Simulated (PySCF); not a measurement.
Work out the structure from these simulated measurements.

Formula: C6H12O4Si.

| Quantity | Value |
| --- | --- |
| NMR, other nuclei | isotropic shieldings of nuclei other than C and H, by class: -132 (2 O), 104 (2 O), 338 (1 Si) ppm [GIAO PBE0/pcSseg-1] |
| 13C NMR | chemical shifts (computed TMS as zero) by class: 176.0 (2 C), 23.2 (2 C), -1.8 (2 C) ppm [GIAO PBE0/pcSseg-1] |
| Dipole | 1.90 D [PBE0/def2-SVPD] |
| Triplet | lowest triplet excitation (Tamm–Dancoff): 5.23 eV [TDA PBE0/def2-SVPD] |
| UV, strongest line | among the 10 lowest singlet transitions: S7 at 7.71 eV (161 nm, f = 0.074) [TDDFT PBE0/def2-SVPD] |
| Polarisability | 106.4 au [PBE0/def2-SVPD] |
| UV, first state | lowest singlet excitation: 5.76 eV (215 nm, f = 0.001 summed over 2 states within 0.01 eV) [TDDFT PBE0/def2-SVPD] |
| Rotational structure | rotational constants A, B, C: 1.026, 0.904, 0.667 GHz [PBE0-D3(BJ)/def2-SVP] |
| 1H NMR | chemical shifts (computed TMS as zero) by class: 2.01 (6 H), 0.39 (6 H) ppm [GIAO PBE0/pcSseg-1] |

Electronic properties: PySCF, gas phase, density fitting. Levels stand in brackets. The structure is a single PBE0-D3(BJ)/def2-SVP conformer in the gas phase; no vibrational or solvent corrections. NMR values are class means; diastereotopic atoms form classes of their own.

Question: Give a SMILES that accounts for the data.

Answer: 6 carbons fall into 3 classes; from least to most shielded: carbon bonded to C and 2 O (176.0 ppm, 2 C), carbon bonded to C and 3 H (23.2 ppm, 2 C), carbon bonded to Si and 3 H (-1.8 ppm, 2 C). Hydrogen classes from least to most shielded: 6 H on 2 like atoms (carbon bonded to C and 3 H) (2.01 ppm, a mean of values up to 0.8 ppm apart in this geometry), 6 H on 2 like atoms (carbon bonded to Si and 3 H) (0.39 ppm, a mean of values up to 1.0 ppm apart in this geometry). The other shieldings belong to: -132 ppm, oxygen bonded to C; 104 ppm, oxygen bonded to C and Si; 338 ppm, silicon bonded to 2 C and 2 O. By its constants the optimised geometry is an asymmetric top. Structure: Si(OAc)2Me2 (`CC(=O)O[Si](C)(C)OC(C)=O`). The assignments are read from this structure; whether some other isomer fits the data as well wasn't checked.
